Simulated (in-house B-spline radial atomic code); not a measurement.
Configurations of Er²⁺, with energies counted from [Xe] (4f5/2)6 (4f7/2)6. Level of theory: Dirac-Hartree-Fock, average of each configuration as written, Fermi nucleus of rms radius 5.2516 fm; calculated with a radial B-spline atomic code at the basis-set limit. Energies include first-order Breit, QED and recoil terms.

Occupations are held fixed; configurations that lie above the ionisation limit could autoionise.

```csv
configuration,E - E(ref) (eV),highest orbital,its <r> (bohr)
[Xe] (4f5/2)4 (4f7/2)8,1.7726,4f7/2,0.7928
[Xe] (4f5/2)5 (4f7/2)6 (7p3/2)1,14.041,7p3/2,7.608
[Xe] (4f5/2)6 (4f7/2)5 (5g7/2)1,15.226,5g7/2,9.158
[Kr] 4d10 (4f5/2)6 (4f7/2)6 5s2 (5p1/2)2 (5p3/2)3 (8f5/2)1,41.4,8f5/2,22.42
[Kr] (4d3/2)3 (4d5/2)6 (4f5/2)6 (4f7/2)6 5s2 5p6 (6p1/2)1,186.42,6p1/2,3.914
[Kr] (4d3/2)4 (4d5/2)5 (4f5/2)5 (4f7/2)7 5s2 5p6 (9d3/2)1,190.89,9d3/2,21.53
[Kr] (4d3/2)3 (4d5/2)6 (4f5/2)5 (4f7/2)7 5s2 5p6 (5g9/2)1,196.04,5g9/2,9.158
```

**Question.** Order these further configurations by energy, lowest first.
A. [Xe] (4f5/2)5 (4f7/2)7
B. [Xe] (4f5/2)5 (4f7/2)6 8s1
C. [Kr] 4d10 (4f5/2)4 (4f7/2)8 5s2 (5p1/2)1 (5p3/2)4 (9d5/2)1
D. [Kr] (4d3/2)4 (4d5/2)5 (4f5/2)6 (4f7/2)6 5s2 5p6 6s1
E. [Xe] (4f5/2)4 (4f7/2)7 (7d5/2)1

**Answer.** A (1.3172 eV), B (16.044 eV), E (17.215 eV), C (48.209 eV), D (171.57 eV).

**Question.** How far above the reference does [Kr] (4d3/2)3 (4d5/2)6 (4f5/2)6 (4f7/2)6 5s2 5p6 (7p1/2)1 lie?

**Answer.** 193.43 eV; its least bound orbital is 7p1/2 with <r> = 7.367 bohr.

**Question.** How far above the reference does [Kr] 4d10 (4f5/2)5 (4f7/2)7 5s2 (5p1/2)2 (5p3/2)3 (8d3/2)1 lie?

**Answer.** 41.575 eV; its least bound orbital is 8d3/2 with <r> = 15.42 bohr.
